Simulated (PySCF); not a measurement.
**Heteronuclear NMR**

Structure with atom numbers: `[CH3:1][O:2][C:3](=[O:4])[O:5][CH2:6][O:7][CH2:8][F:9]`. Each H is labelled by its parent atom.

Non-relativistic, averaged over atoms made equivalent by symmetry, fast rotation or ring inversion, no solvent model, single conformer. Coordinates at the GFN2-xTB level; NMR shieldings at PBE0/pcSseg-1/GIAO; PySCF.

(1) Predict the ¹⁹F NMR data.

(2) What are the ¹⁷O shifts?

## Answers

(1) 
```
atoms                environment  σ (ppm)  δ (ppm)
   F9  fluorine on an sp3 carbon    361.9   -166.0
```

Shieldings were converted by a linear fit to measured shifts: ¹⁹F: δ = 146.13 − 0.903σ +14.6 on sp3 carbon (rms 6.0 ppm, 223 shifts, 7.0 ppm with the 5 outliers that the fit left out vs CFCl3, solution or neat liquid). A few per cent of atoms miss by over 2 rms, more outside the fitted compound classes.

On a 600 MHz spectrometer ¹⁹F resonates near 564.6 MHz, so 1 ppm is 564.6 Hz.

(2) 
```
atoms            environment  σ (ppm)  δ (ppm)
   O4  ester carbonyl oxygen     44.5    226.2
   O5    ester alkoxy oxygen    150.5    129.6
   O2    ester alkoxy oxygen    194.0     90.0
   O7           ether oxygen    209.6     75.8
```

Shieldings were converted by a linear fit to measured shifts: ¹⁷O: δ = 266.70 − 0.911σ (rms 10.7 ppm, 155 shifts, 12.2 ppm with the 3 outliers that the fit left out vs liquid water, solution or neat liquid). A few per cent of atoms miss by over 2 rms, more outside the fitted compound classes.

On a 300 MHz spectrometer ¹⁷O resonates near 40.7 MHz, so 1 ppm is 40.7 Hz.
